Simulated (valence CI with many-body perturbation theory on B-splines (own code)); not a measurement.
Values are calculated unless marked as measured or tabulated.
## Energy levels of Cs XLI

Level of theory: valence CI with perturbative core correlation (CI+MBPT): five valence electrons over a frozen Dirac-Fock core [Ne], radial functions for each j: 9 s, 9 p, 8 d, 6 f, 3 g, 1 h, with the one-electron correlation potential Σ1, the two-electron term Σ2, the three-electron term Σ3, Breit, model QED; selected CI, second order for the rest (own B-spline code, finite nucleus).

No measured spectrum was set against this ion. As an estimate, large intervals hold to a few tenths of a per cent, small ones and those within an open d or f shell to about a per cent. Among the levels kept, up to 610 cm⁻¹ of a level comes from second order outside the variational space, and about a tenth of that is noise between levels of different J, which matters for small intervals.

Levels 46 to 51 of 51, with energies above the lowest level, (3s^2 3p1/2^2 3p3/2) J=3/2. "Leading %" is the weight of the configuration and term that name the level; weights of strongly mixed levels are sums over their largest components and can fall short. In the jj column 3d3/2^4 stands for four electrons in 3d with j = 3/2.

```tsv
No.	Configuration	Term	J	E (eV)	Leading %	Second component	g	Leading jj
46	3s3p³3d	⁴D°	5/2	369.96	33	18 % 3s3p³3d ⁶D°	1.397	3s 3p1/2^2 3p3/2 3d5/2 (85 %)
47	3s3p³3d	⁴D°	1/2	371.72	48	18 % 3s3p³3d ²P°	0.578	3s 3p1/2^2 3p3/2 3d3/2 (83 %)
48	3s3p³3d	²P°	3/2	375.09	26	16 % 3p⁵ ²P°	1.214	3s 3p1/2^2 3p3/2 3d5/2 (60 %)
49	3s²3p²3d	²D	3/2	376.08	45	37 % 3s²3p²3d ²P	1.126	3s^2 3p3/2^2 3d5/2 (85 %)
50	3s3p³3d	²F°	7/2	379.21	32	16 % 3s3p³3d ⁴D°	1.226	3s 3p1/2^2 3p3/2 3d5/2 (66 %)
51	3s²3p²3d	²D	5/2	380.06	53	19 % 3s²3p²3d ²F	1.139	3s^2 3p3/2^2 3d5/2 (86 %)
```
